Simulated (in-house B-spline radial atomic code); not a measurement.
**Ionising Tl VII (Tl6+) with different functionals**

Computed with an all-electron radial atomic-structure program (B-spline basis): scalar-relativistic (spin-free X2C) Hamiltonian, Fermi nucleus of rms radius 5.4759 fm, spin-polarised at highest spin, spherical fractional occupations for the functionals, the average over the highest-spin determinants for Hartree-Fock. The ionisation energy is the difference of two self-consistent energies, [Xe] 4f14 5d7 → [Xe] 4f14 5d6, without Breit or QED terms; ε is the level of the shell that loses the electron (its least bound occupied spin orbital). There is no spin-orbit coupling in this Hamiltonian.

Hybrids are left out here: with spherical fractional occupations of an open shell their exact exchange keeps a self-interaction that integer-occupation calculations don't have.

| method | rung | ΔSCF (eV) | -ε(5d) (eV) |
| --- | --- | --- | --- |
| Hartree-Fock | Hartree-Fock | 97.35 | 98.34 |
| LDA VWN5 | LDA | 99.62 | 91.20 |
| LDA PW92 | LDA | 99.61 | 91.20 |
| LDA exchange-only | LDA | 97.44 | 89.11 |
| PBE | GGA | 99.09 | 90.73 |
| PBEsol | GGA | 99.14 | 90.78 |
| BLYP | GGA | 99.00 | 90.60 |
| RPBE | GGA | ? | ? |
| PW91 | GGA | ? | ? |
| BP86 | GGA | 99.25 | 90.87 |
| AM05 | GGA | 99.23 | 90.85 |
| OLYP | GGA | 99.29 | 90.93 |
| TPSS | meta-GGA | 98.97 | 90.63 |
| SCAN | meta-GGA | 98.86 | 90.61 |
| r2SCAN | meta-GGA | 98.89 | 90.66 |
| revTPSS | meta-GGA | 98.97 | 90.63 |

Problem. What does RPBE give?

Solution. ΔSCF 98.98 eV, and -ε(5d) = 90.63 eV.

Problem. What does PW91 give?

Solution. ΔSCF 99.21 eV, and -ε(5d) = 90.84 eV.

Problem. How do they compare with the NIST value?

Solution. NIST lists 98 eV ± 2 (tabulated theory, ground level to ground level). Errors run from -0.55 to +1.72 eV; all lie within about twice that uncertainty, so the table can't rank the methods. Hartree-Fock also lacks correlation.
